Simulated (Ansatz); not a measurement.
The cluster Rb2F3. Charge 0, multiplicity 2. Geometry PBE0-D4/def2-SVP; atoms count from 1.

Cartesian coordinates in Å:
```
Rb -0.207 0.871 1.677
Rb 0.038 -1.381 -1.306
F -0.504 -1.520 1.106
F 1.277 0.849 -0.536
F -0.604 1.181 -0.941
```

In the def2 sets Rb takes a core potential; there is no spin–orbit coupling. In the doublet, F4 and F5 lie 1.95 Å apart (atoms count from 1), so these atoms are partly bonded to each other. The structure comes from a short search, and lower isomers may exist.

Question: Estimate the Mulliken populations from the PBE0/def2-TZVP orbitals of Ansatz.

Answer: 
```json
{"atom": "Rb1", "charge (e)": "0.81", "spin (α − β)": "0.00"}
{"atom": "Rb2", "charge (e)": "0.81", "spin (α − β)": "0.00"}
{"atom": "F3", "charge (e)": "-0.78", "spin (α − β)": "0.00"}
{"atom": "F4", "charge (e)": "-0.42", "spin (α − β)": "0.50"}
{"atom": "F5", "charge (e)": "-0.42", "spin (α − β)": "0.50"}
```
Mulliken values and Mayer orders depend strongly on the basis.

Question: Where does the spin sit?

Answer: Summed by element: Rb -0.01, F 1.01, of 1 unpaired in all. Largest on single atoms: F5 0.50, F4 0.50, Rb1 0.00.
